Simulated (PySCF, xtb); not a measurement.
C5H8S, SMILES C#C[C@H](C)SC.

xtb 6.7.1 with GFN2-xTB at its own geometry gives an orbital gap of 3.98 eV and a dipole moment of 2.26 D.

The structure is a stationary point at r2SCAN-D4/def2-SVP. The structure was generated by enumeration; whether it is a known compound was not checked. One conformer was computed; it need not be the lowest.

### Question
What does PySCF with PBE/def2-TZVP give? (An estimate is asked for; the answer gives what the named calculation found.)

### Answer
gap 4.52 eV (levels -5.24 and -0.73 eV), dipole 1.29 D.
